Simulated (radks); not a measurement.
Species: Mn4+. Configuration: [Ar] 3d3. Calculated with a radial shooting solver on a logarithmic mesh with Libxc functionals: scalar-relativistic Kohn-Sham, SCAN, spin-polarised, spherical densities, finite nucleus; open shells are filled with parallel spins first; meta-GGA in the generalised Kohn-Sham scheme; Fermi nuclear charge, rms radius 3.7057 fm.

Normalised radial functions P(r) = r R(r), r in bohr:

r	2p up	2p down	3s down
0.002603	0.0036	0.0036	0.0729
0.003389	0.0059	0.0059	0.0926
0.004378	0.0095	0.0095	0.1160
0.005656	0.0153	0.0154	0.1444
0.007306	0.0247	0.0248	0.1778
0.009513	0.0403	0.0404	0.2173
0.01229	0.0643	0.0645	0.2592
0.01587	0.1018	0.1021	0.3016
0.0205	0.1594	0.1598	0.3393
0.0267	0.2491	0.2497	0.3643
0.03449	0.3762	0.3771	0.3623
0.04455	0.5539	0.5552	0.3192
0.05755	0.7889	0.7908	0.2194
0.07494	1.0886	1.0912	0.0475
0.0968	1.4107	1.4139	-0.1771
0.125	1.7125	1.7162	-0.4198
0.1615	1.9171	1.9207	-0.6060
0.2103	1.9354	1.9380	-0.6308
0.2717	1.7163	1.7168	-0.4093
0.3509	1.2985	1.2963	0.0535
0.4533	0.8072	0.8026	0.6284
0.5903	0.3840	0.3799	1.0958
0.7625	0.1391	0.1372	1.2221
0.985	0.0347	0.0339	1.0056
1.272	0.0054	0.0053	0.6201
1.657	0.0004	0.0004	0.2692
2.14	0.0000	0.0000	0.0810
2.765	0.0000	0.0000	0.0150
3.571	0.0000	0.0000	0.0015
4.65	0.0000	0.0000	0.0001
6.007	0.0000	0.0000	0.0000

2p up: eigenvalue -697.05 eV, 0 radial nodes, <r> = 0.247 bohr, 90 % of the charge inside 0.405 bohr. 2p down: eigenvalue -695.30 eV, 0 radial nodes, <r> = 0.247 bohr, 90 % of the charge inside 0.404 bohr. 3s down: eigenvalue -142.57 eV, 2 radial nodes at r = 0.0795, 0.342 bohr, <r> = 0.836 bohr, 90 % of the charge inside 1.24 bohr.

Empty levels of this run are not shown, since the potential may be unsettled where no density lies.
